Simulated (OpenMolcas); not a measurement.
# OpenMolcas run: Ni2+

Input:

```
&GATEWAY
Coord
1

Ni 0.0 0.0 0.0
Basis=ANO-RCC-VTZP
Group=XYZ
NoMove
AngMom=0.0 0.0 0.0
AMFI
&SEWARD
&RASSCF
FileOrb=start.orb
Symmetry=1
Spin=3
nActEl=8 0 0
Inactive=3 6
Ras2=6 0
CIRoot=55 55 1
SDav=105
CIMx=300
Iter=120 100
PrWF=0.3
OrbListing=Nothing
MaxOrb=0
Atom
>>> COPY $Project.JobIph JOB001
&RASSCF
FileOrb=start.orb
Symmetry=1
Spin=5
nActEl=8 0 0
Inactive=3 6
Ras2=6 0
CIRoot=15 15 1
SDav=15
CIMx=300
Iter=120 100
PrWF=0.3
OrbListing=Nothing
MaxOrb=0
Atom
CIOnly
>>> COPY $Project.JobIph JOB002
&RASSCF
FileOrb=start.orb
Symmetry=1
Spin=1
nActEl=8 0 0
Inactive=3 6
Ras2=6 0
CIRoot=105 105 1
SDav=105
CIMx=300
Iter=120 100
PrWF=0.3
OrbListing=Nothing
MaxOrb=0
Atom
CIOnly
>>> COPY $Project.JobIph JOB003
&RASSI
NrOfJobIphs=3 55 10 50
1 2 3 4 5 6 7 8 9 10 11 12 13 14 15 16 17 18 19 20 21 22 23 24 25 26 27
28 29 30 31 32 33 34 35 36 37 38 39 40 41 42 43 44 45 46 47 48 49 50 51
52 53 54 55
1 2 3 4 5 6 7 8 9 10
1 2 3 4 5 6 7 8 9 10 11 12 13 14 15 16 17 18 19 20 21 22 23 24 25 26 27
28 29 30 31 32 33 34 35 36 37 38 39 40 41 42 43 44 45 46 47 48 49 50
IphNames
JOB001
JOB002
JOB003
EJob
SpinOrbit
DIPRint=1.0
SOCoupling=1000.0
Subsets=2
MEES
Property=10
'ANGMOM' 1 'ANGMOM' 2 'ANGMOM' 3 'MLTPL  1' 1 'MLTPL  1' 2 'MLTPL  1' 3
'AMFI' 1 'AMFI' 2 'AMFI' 3 'MLTPL  2' 6
SOProperty=3
'ANGMOM' 1 'ANGMOM' 2 'ANGMOM' 3
```

A driver script runs the steps one by one and writes start.orb anew before each from the orbitals found so far, so a CI-only block uses the converged orbitals of the first block.

Output, cut to the results:

```
--- SEWARD ---
Basis set label: NI.ANO-RCC...6S5P3D2F1G.

      Electronic valence basis set:
      ------------------
      Associated Effective Charge  28.000000 au
      Associated Actual Charge     28.000000 au
      Nuclear Model: Point charge

      Shell  nPrim  nBasis  Cartesian Spherical Contaminant
         s      21       6        X
         p      15       5        X
         d      10       3                 X
         f       6       2                 X
         g       4       1                 X
                  Relativistic Douglas-Kroll-Hess integrals:
                    - DKH order of Hamiltonian: 2
                    - DKH order of Properties : 0
                  Atomic mean-field integrals
--- RASSCF ---
Wave function specifications:
      -----------------------------

      Number of closed shell electrons          18
      Number of electrons in active shells       8
      Max number of holes in RAS1 space          0
      Max nr of electrons in RAS3 space          0
      Number of inactive orbitals                9
      Number of active orbitals                  6
      Number of secondary orbitals              44
      Spin quantum number                      1.0
      State symmetry                             1
Orbital specifications:
      -----------------------

      Symmetry species                           1   2
                                                ag  au
      Frozen orbitals                            0   0
      Inactive orbitals                          3   6
      Active orbitals                            6   0
      RAS1 orbitals                              0   0
      RAS2 orbitals                              6   0
      RAS3 orbitals                              0   0
      Secondary orbitals                        21  23
      Deleted orbitals                           0   0
      Number of basis functions                 30  29
      Number of CSFs                           105
      Number of root(s) required                55
      Iter CI   SX   CI       RASSCF       Energy    max ROT     max BLB   max BLB  Level Ln srch  Step   QN
          iter iter root      energy       change     param      element    value   shift minimum  type update
 Nr of preliminary CI iterations:   1
      Total energies have been shifted. Add                -1000.00 au
        1   1    8    0  -517.91718566    0.00E+00  -4.30E-03    6  10 2 -1.54E-02*  0.00   0.00    SX    NO
        2   1    8    0  -517.91725540   -6.97E-05* -3.39E-03    6  10 2  1.33E-02*  0.00   0.00    SX    NO
        3   1    8    0  -517.91729897   -4.36E-05*  2.80E-03    6  10 2 -1.10E-02*  0.00   0.00    SX    NO
        4   1    8    0  -517.91732922   -3.02E-05* -2.31E-03    6  10 2  9.12E-03*  0.00   0.00    SX    NO
        5   1    8    0  -517.91734969   -2.05E-05* -1.04E-03    6  10 2 -7.55E-03*  0.00   0.55    LS   YES
        6   1    5    0  -517.91739449   -4.48E-05*  6.97E-06    6  10 2 -3.35E-05   0.00   1.01    QN   YES
        7   1    3    0  -517.91739449   -1.23E-09   7.56E-07    9  11 1  1.03E-06   0.00   1.00    QN   YES
      Convergence after  7 iterations
        8   1    3    0  -517.91739449   -9.09E-13   7.56E-07    9  11 1  1.70E-07   0.00   1.00    QN   YES
      Natural orbitals and occupation numbers for root  1
      sym 1:   1.241098   1.999835   1.241107   1.758741   1.758732   0.000487
      Natural orbitals and occupation numbers for root  2
      sym 1:   1.329751   1.329763   1.999826   1.670079   1.670094   0.000487
      Natural orbitals and occupation numbers for root  3
      sym 1:   1.999834   1.229061   1.770769   1.770780   1.229070   0.000487
::    RASSCF root number  1 Total energy:  -1518.14645995
::    RASSCF root number  2 Total energy:  -1518.14645995
::    RASSCF root number  3 Total energy:  -1518.14645995
::    RASSCF root number  4 Total energy:  -1518.14645995
::    RASSCF root number  5 Total energy:  -1518.14645995
::    RASSCF root number  6 Total energy:  -1518.14645995
::    RASSCF root number  7 Total energy:  -1518.14645995
::    RASSCF root number  8 Total energy:  -1518.05116740
::    RASSCF root number  9 Total energy:  -1518.05116740
::    RASSCF root number 10 Total energy:  -1518.05116740
::    RASSCF root number 11 Total energy:  -1517.96693168
::    RASSCF root number 12 Total energy:  -1517.96693168
::    RASSCF root number 13 Total energy:  -1517.96693168
::    RASSCF root number 14 Total energy:  -1517.96693168
...
--- RASSI ---
SPIN-FREE ENERGIES:
  (Shifted by EMIN (a.u.) =      -1518.1464599535)

 SF State       Relative EMIN(au)   Rel lowest level(eV)    D:o, cm**(-1)      L_eff

     1             0.0000000000        0.0000000000              0.0000         3.0
     2             0.0000000000        0.0000000000              0.0000         3.0
     3             0.0000000000        0.0000000000              0.0000         3.0
     4             0.0000000000        0.0000000000              0.0000         3.0
     5             0.0000000000        0.0000000000              0.0000         3.0
     6             0.0000000000        0.0000000000              0.0000         3.0
     7             0.0000000000        0.0000000000              0.0000         3.0
    66             0.0790211830        2.1502759310          17343.1450         2.0
    67             0.0790211830        2.1502759310          17343.1450         2.0
    68             0.0790211830        2.1502759310          17343.1450         2.0
    69             0.0790211830        2.1502759310          17343.1450         2.0
    70             0.0790211830        2.1502759310          17343.1450         2.0
     8             0.0952925496        2.5930423741          20914.2972         1.0
     9             0.0952925496        2.5930423741          20914.2972         1.0
    10             0.0952925496        2.5930423741          20914.2972         1.0
    71             0.1234677350        3.3597282272          27098.0356         4.0
    72             0.1234677350        3.3597282272          27098.0356         4.0
    73             0.1234677350        3.3597282272          27098.0356         4.0
    74             0.1234677350        3.3597282272          27098.0356         4.0
    75             0.1234677350        3.3597282272          27098.0356         4.0
    76             0.1234677350        3.3597282272          27098.0356         4.0
...
```

Levels above the lowest, from the spin-orbit matrix, grouped by J:

```tsv
Configuration	Term	J	E (cm-1)	Measured (cm-1)	Term weight %
3d8	3F	4	0.0	0.0	100
3d8	3F	3	1442	1361	100
3d8	3F	2	2434	2270	100
3d8	1D	2	18198	14032	91
3d8	3P	2	21952	16662	92
3d8	3P	1	22357	16978	100
3d8	3P	0	22646	17231	100
3d8	1G	4	28202	23109	100
3d7 4s	5F	5	31248	53704	100
3d7 4s	5F	4	32146	54658	100
3d7 4s	5F	3	32857	55406	100
3d7 4s	5F	2	33382	55952	100
3d7 4s	5F	1	33726	56308	100
3d7 4s	3F(1)	4	39561	61339	99
3d7 4s	3F(1)	3	40773	62606	100
3d7 4s	3F(1)	2	41620	63472	100
3d7 4s	5P	3	52915	71067	100
3d7 4s	5P	2	53271	71384	98
3d7 4s	5P	1	53714	71842	99
3d7 4s	3G	5	55011	75124	98
3d7 4s	3G	4	55511	75647	97
3d7 4s	3G	3	56064	76237	100
3d7 4s	1G	4	59506	79250	93
3d7 4s	3P(1)	2	60876		84
```

Against the 22 measured excited levels shown (Corliss and Sugar, J. Phys. Chem. Ref. Data 10, 197 (1981)) the mean absolute deviation is 15000 cm-1; the largest miss in energy is 3d7 4s 5F1: computed 33726, measured 56308 cm-1 (-40.1 %).

Without dynamic correlation excited terms often stand tens of per cent too high (terms of higher spin than the ground term too low), and those without a measured partner can miss by more than the paired ones. Some levels mix across a computed gap that differs much from the measured one, so their mixing is not that of the real levels. Terms from blocks run as CI alone lack orbitals of their own. A single d shell beside an s shell can misplace configurations of different d count against each other. Measured partners are found by configuration, term and J. A level has none where our copy of the source lacks it or the pairing is in doubt (some pairs that miss far off the trend of their configuration count as doubtful), and it then counts in no deviation. Levels of configurations outside the active space are missing. The first state left out of the spin-orbit step lies near 110000 cm-1 above the lowest spin-free state of the reference (among the parities and spins computed), and the list stops at four fifths of that energy or lower. The table shows the lowest 24 of 43 levels.

The term weight is that of the spin-free term in the level, not the purity of its configuration. A number in round brackets counts repeated terms of one configuration in the order of the reference energies.
